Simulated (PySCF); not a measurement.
Isomers of C5H5ClNP.

All values: PBE0/pcSseg-1 (PySCF) at GFN2-xTB geometries, gas phase, one conformer each.

Question: Rank by dipole moment, highest first.
A. `Cc1cpc(Cl)cn1`
B. `CC1=C(Cl)N=CP=C1`
C. `Cc1cnc(Cl)cp1`
D. `Cc1nc(Cl)ccp1`

Answer: C (2.88 D), B (2.39 D), A (2.01 D), D (1.57 D).

All values together:

```csv
SMILES,μ (D),HOMO (eV),LUMO (eV),lowest IAO charge (e),highest IAO charge (e),lowest Hirshfeld charge (e),highest Hirshfeld charge (e)
Cc1cnc(Cl)cp1,2.88,-7.60,-2.30,-0.423 (C),+0.420 (P),-0.158 (N),+0.138 (P)
Cc1nc(Cl)ccp1,1.57,-7.25,-2.02,-0.431 (C),+0.308 (P),-0.152 (N),+0.082 (C/P)
Cc1cpcnc1Cl,2.39,-7.35,-2.04,-0.427 (C),+0.342 (P),-0.153 (N),+0.092 (P)
Cc1cpc(Cl)cn1,2.01,-7.50,-2.31,-0.436 (C),+0.441 (P),-0.145 (N),+0.128 (P)
```
